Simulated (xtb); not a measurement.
C3H2O, SMILES C#CC=O. All values are semi-empirical tight-binding results from xtb (GFN2-xTB unless named), good for trends rather than for accurate numbers. Geometry optimised at GFN2-xTB.

The point group as xtb finds it is Cs and the orbital gap is 3.23 eV. The dipole moment is 3.10 D and the zero-point energy is 22.5 kcal/mol. The G − E(el) at 298.15 K (modified RRHO) is 6.1 kcal/mol and the static polarisability (D4 model) is 36.7 bohr³. The solvation energy, GFN2-xTB/ALPB(water) is -2.3 kcal/mol and the solvation energy, GFN2-xTB/ALPB(hexane) is -3.2 kcal/mol.

Computed IR lines (harmonic; lines under 4 % of the strongest left out, lines within 3 cm⁻¹ merged):
ν (cm⁻¹): 665 (w), 694 (w), 960 (m), 1353 (w), 1754 (vs), 2231 (m), 2752 (m) (against the strongest line: vs over 80 %, s over 45 %, m over 15 %, w over 4 %, vw less)
